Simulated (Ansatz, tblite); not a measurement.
Removing and adding an electron: the cluster NbB₇. Total charge 0; singlet. Geometry: PBE-D4/def2-SVP. Ansatz, gas phase; energy differences of separate SCF runs; the oxidised species was run as a doublet alone; the reduced species was run as a doublet alone.

```tsv
atom	x (Å)	y (Å)	z (Å)
Nb1	-0.4817	-0.8144	1.0479
B2	1.1972	0.4743	0.3186
B3	-0.1777	-0.3180	-1.3609
B4	1.6188	-1.0509	0.6786
B5	-1.4101	0.5162	-0.8334
B6	1.1498	-0.9781	-0.8171
B7	-0.1788	1.2766	0.3080
B8	-1.7175	0.8944	0.6583
```

In the def2 sets Nb takes a core potential; there is no spin–orbit coupling. The xTB rows come from tblite. The structure comes from a short search, and lower isomers may exist.

Estimate orbital energies and vertical ionisation energies and electron affinities at: GFN1-xTB; GFN2-xTB; PBE-D4/def2-TZVP; PBE-D4/def2-TZVPD; r2SCAN-D4/def2-TZVP; r2SCAN-D4/def2-TZVPD; PBE0-D4/def2-TZVP; PBE0-D4/def2-TZVPD.


| level | −HOMO (eV) | vertical IE (eV) | −LUMO (eV) | vertical EA (eV) | HOMO–LUMO gap (eV) | IE − EA (eV) |
| --- | --- | --- | --- | --- | --- | --- |
| GFN1-xTB | 9.57 | 12.09 | 8.95 | – | 0.62 | – |
| GFN2-xTB | 6.68 | 10.24 | 6.37 | 2.83 | 0.30 | 7.41 |
| PBE-D4/def2-TZVP | 5.34 | 7.82 | 4.01 | – | 1.33 | – |
| PBE-D4/def2-TZVPD | 5.34 | – | 4.01 | 2.01 | 1.32 | – |
| r2SCAN-D4/def2-TZVP | 5.45 | 7.75 | 3.88 | – | 1.57 | – |
| r2SCAN-D4/def2-TZVPD | 5.45 | – | 3.88 | 2.06 | 1.57 | – |
| PBE0-D4/def2-TZVP | 6.15 | 7.77 | 3.28 | – | 2.87 | – |
| PBE0-D4/def2-TZVPD | 6.15 | – | 3.28 | 2.01 | 2.87 | – |

Relaxing the oxidised species (PBE-D4/def2-SVP) changes its energy by -0.23 eV at PBE-D4/def2-TZVP, so the adiabatic ionisation energy to this nearest minimum is 7.59 eV. On the way B2–B3 forms and B3–B7 forms. At PBE0-D4/def2-TZVP it is 7.51 eV.  Run but left out: HF/def2-SVP, MP2/def2-SVP, CCSD/def2-SVP, CCSD(T)/def2-SVP (singlet: restricted singlet, unstable towards broken spin symmetry).   Raw xTB energy differences between charge states are shifted by several eV; the methods need an empirical correction for them.
